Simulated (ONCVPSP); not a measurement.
# Configuration tests for chlorine (ONCV)

ONCVPSP 4.0.1 input, shortened (lines: element, Z, core and valence counts, functional; n l f; lmax; l rc ep ncon nbas qcut; lloc lpopt rc5 dvloc0; l nproj debl; icmod fcfact rcfact), PBE, scalar-relativistic:

```
  Cl 17.00    3    2        4      upf
    1    0    2.00
    2    0    2.00
    2    1    6.00
    3    0    2.00
    3    1    5.00
    2
    0    1.10    0.00    4    7    4.60
    1    1.35    0.00    4    7    5.70
    2    1.05    0.20    5    9    8.20
    4    2    0.90    0.00
    0    3    1.80
    1    1    2.50
    2    2    1.50
    3    3.50    1.40
```

Energies are relative to the spin-unpolarised reference configuration 3s2 3p5; without spin polarisation the order of configurations can differ from experiment.

```
valence configuration  charge  ΔE all-electron (eV)  error AE − PS (meV)
              3s2 3p4      +1                13.875                 +3.1
              3s2 3p3      +2                39.322                  +21
```

Q: What are ΔE and the potential's error for 3s2 3p4.5?

A: ΔE = 5.583 eV all-electron; the error (AE − PS) is +0.3 meV.

Q: What are ΔE and the potential's error for 3s2 3p2?

A: ΔE = 77.630 eV all-electron; the error (AE − PS) is +67 meV.

Note: ghosts flagged at negative energy: s at -242.9 eV; GHOST(+) flags only above 600 eV. A true bound ghost makes a file unfit for plane-wave use.
